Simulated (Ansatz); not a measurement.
Mulliken charges of `N=C(Br)[SiH2]O` from B3LYP/def2-TZVPP in Ansatz (PBE0-D4/def2-TZVP geometry).

| atom | x (Å) | y (Å) | z (Å) | charge (e) |
| --- | --- | --- | --- | --- |
| N1 | 0.468 | 1.490 | 1.249 | -0.172 |
| C2 | 0.822 | 0.440 | 0.676 | -0.038 |
| Br3 | 2.553 | -0.312 | 1.107 | -0.093 |
| Si4 | -0.054 | -0.617 | -0.618 | 0.456 |
| O5 | -1.520 | 0.064 | -0.917 | -0.405 |
| H6 | -0.457 | 1.778 | 0.920 | 0.165 |
| H7 | 0.753 | -0.582 | -1.856 | -0.048 |
| H8 | -0.183 | -1.993 | -0.079 | -0.060 |
| H9 | -2.295 | -0.314 | -0.500 | 0.197 |

By hand: the dipole of these point charges (1 e Å = 4.8032 D).

Σ q r = (-0.311, -0.172, -0.107) e Å, of length 0.371 e Å = 1.78 D.

How does the dipole of the full density compare? (Estimate.)

The calculation gave: (-0.605, -0.281, -0.190) e Å, 3.33 D; the point charges give 0.53 times that, at 4° from its direction.

Point charges leave out the atoms' own dipoles, such as those of lone pairs, and Mulliken's split depends on the basis, so the two needn't agree.

B3LYP here is the variant with VWN-RPA as its local correlation; programs differ in this.
